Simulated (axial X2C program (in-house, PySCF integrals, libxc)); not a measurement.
Potential curves of BI⁻, without spin–orbit coupling

Calculated with an in-house all-electron X2C program for linear molecules (integrals from PySCF). Spin-free means the one-electron spin-free X2C Hamiltonian. Basis: I dyall-acv3z [12s13p9d5f1g], B dyall-av3z [8s7p3d2f] (cores contracted in-house); Gaussian nuclei, density fitting, unrestricted open shells. Masses: I 126.904 u, B 11.009 u.

State: M_S = 1/2, Λ = 1 (beyond evenly filled blocks: π+α). Energies in eV from the fragments at the same level (I- + B). Fits are polynomials in 1 − R0/R over 0.85 to 1.23 times the lowest point R0.

```csv
R (Å),CCSD,PBE0
2.0593,,-0.8431
2.1540,-0.6947,-1.0325
2.2250,-0.7842,-1.1098
2.2960,-0.8359,-1.1477
2.3670,-0.8590,-1.1563
2.4498,-0.8603,-1.1399
2.5327,-0.8428,-1.1035
2.6392,-0.8031,-1.0379
2.7694,,-0.9421
2.9588,,-0.7930
```

Correlated methods: 11 electrons correlated (number of frozen shells: I 4 s, 3 p, 2 d; B 1 s), 287 virtual spin orbitals or spinors in MP2, 90 natural virtuals in coupled cluster.

The state is a single determinant with fixed occupations, the lowest that a limited PBE0 search found. Dissociation energies refer to the lowest single-determinant-based atoms at the same level and basis. CCSD ran in a truncated set of natural virtual spinors with an MP2 remainder; without triples it tends to underbind. The functionals have no current-density term, which raises determinants with orbital currents, atoms included. The highest occupied level of some functionals is positive through self-interaction error; at Hartree–Fock it is bound. Coupled cluster ran on the points near the minimum only. MP2 and coupled cluster on one determinant become unreliable at the stretched end.

**Question.** Fit the CCSD curve near its minimum: give the equilibrium distance, the harmonic wavenumber and the well depth.

**Answer.** At CCSD, spin-free: Re = 2.412 Å, ωe ≈ 297 cm⁻¹, De = 0.86 eV to I- + B; Be follows as 0.286 cm⁻¹.

**Question.** What are Re, ωe and De at the PBE0 level?

**Answer.** At PBE0, spin-free: Re = 2.357 Å, ωe ≈ 344 cm⁻¹, De = 1.16 eV to I- + B; Be follows as 0.3 cm⁻¹.
